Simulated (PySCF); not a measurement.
**Trend along group 12: MBi cations**

PBE0 with double-zeta basis sets in PySCF, for the lowest determinant that a PBE0 search found; no spin–orbit coupling. De refers to high-spin ground-configuration atoms (the charge goes to the atom of lower measured ionisation energy or higher electron affinity, which is not always the lowest computed limit). A positive dipole points towards Bi; it is taken about the centre of mass and depends on that origin.

| M | basis | charged atom | state (unpaired electrons) | Re (Å) | ωe (cm⁻¹) | De (eV) | μ (D) |
| --- | --- | --- | --- | --- | --- | --- | --- |
| Zn | def2-SVP | Bi+ | triplet (π ↑↑) | 2.697 | 162 | n/a | -5.05 |
| Cd | def2-SVP | Bi+ | triplet (π ↑↑) | 2.867 | 127 | n/a | -3.59 |
| Hg | def2-SVP | Bi+ | triplet (π ↑↑) | 2.881 | 107 | n/a | 0.24 |

The shortest bond is that of ZnBi⁺ (2.697 Å), the longest that of HgBi⁺ (2.881 Å).

Down a group the atoms grow and get heavier, so bonds lengthen and wavenumbers fall; this series shows no clear exception.

These are scalar-relativistic numbers at best; spin–orbit coupling would shift them, the dissociation energy most. States were picked by a PBE0 search and need not be the measured ground states.
